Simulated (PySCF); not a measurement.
Hf(Cl)2(OSiH3) (Cl2H3HfOSi), SMILES [Cl][Hf+]([O][SiH3])[Cl], charge +1, multiplicity 1.

Geometry: B3LYP-D3(BJ)/def2-SVP. The spin state was assumed, not searched. The isomer is the one that the SMILES or the coordinates give; other isomers of the formula were not compared. The def2 effective core potentials stand for the cores of Hf; spin–orbit coupling is left out. The values are those of a single conformer.

Calculation: PBE/def2-TZVP run with PySCF.

Symmetry labels are those of the subgroup Cs that the program uses (full group Cs).

### Question
List the valence orbital energies around the gap with their symmetry. (An estimate is asked for; the answer gives what the named calculation found.)

### Answer

| orbital | symmetry | energy (eV) |
|---|---|---|
| HOMO−7 | A' | -14.27 |
| HOMO−6 | A" | -13.89 |
| HOMO−5 | A' | -13.41 |
| HOMO−4 | A" | -13.07 |
| HOMO−3 | A' | -13.00 |
| HOMO−2 | A" | -12.69 |
| HOMO−1 | A' | -12.30 |
| HOMO | A" | -12.16 |
| LUMO | A' | -9.03 |
| LUMO+1 | A" | -7.93 |
| LUMO+2 | A' | -7.59 |
| LUMO+3 | A' | -6.51 |
